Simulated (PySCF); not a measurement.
Task: What does the PBE0-D3(BJ)/def2-SVP structure of InChI=1S/C4H7BO/c5-3-6-4-1-2-4/h1-2,4H,3,5H2 look like in three dimensions?

Result: 
```
atom  x, y, z in Å
B1     2.4259   -0.3467    0.6782
C2     1.0279   -0.5622    0.0417
O3     0.2585    0.5948   -0.1090
C4    -0.9864    0.3684   -0.6889
C5    -2.1716    0.0738    0.1630
C6    -2.0926    1.2758   -0.3375
H7     2.8165    0.7426    1.0217
H8     3.1308   -1.3184    0.8309
H9     1.1859   -1.0884   -0.9309
H10    0.5058   -1.3314    0.6612
H11   -0.8961   -0.0655   -1.7023
H12   -2.6950   -0.6405    0.7949
H13   -2.4972    2.2810   -0.4337
```

Orientation and origin are arbitrary. Atoms count from 1 in this order. Of the pairs four or more bonds apart, H9···H11 is among the closest relative to their van der Waals radii: 2.44 Å, 102 % of the sum of Bondi's values. The 3-membered ring C4–C5–C6 has internal angles of 52.3° to 64.5°. B1 (three-coordinate boron) is planar (angles 122.3°, 120.0° and 117.7°, sum 360.0°, 0.00 Å off the plane of its three neighbours). The C–C distances run from 1.305 Å (C5=C6, drawn double) to 1.489 Å (C4–C5, drawn single), a spread of 0.184 Å.

Bonds between heavy atoms (Å): B1–C2 1.551, C2–O3 1.398, O3–C4 1.392, C4–C5 1.489, C5=C6 1.305, C4–C6 1.473.

Theory: PySCF 2.14.0, PBE0-D3(BJ)/def2-SVP geometry optimisation, gas phase.

Point group: C1 (no symmetry element, even within 0.4 Å). No frequency check. One conformer, not necessarily the lowest (H–B1–C2–O3 0° and 180°, B1–C2–O3–C4 180°, C2–O3–C4–C5 91°).

The run took 43 s on an Arm Neoverse N1 with one thread, shared host, and the process peaked at 0.51 GiB of memory. These figures are those of the optimisation.
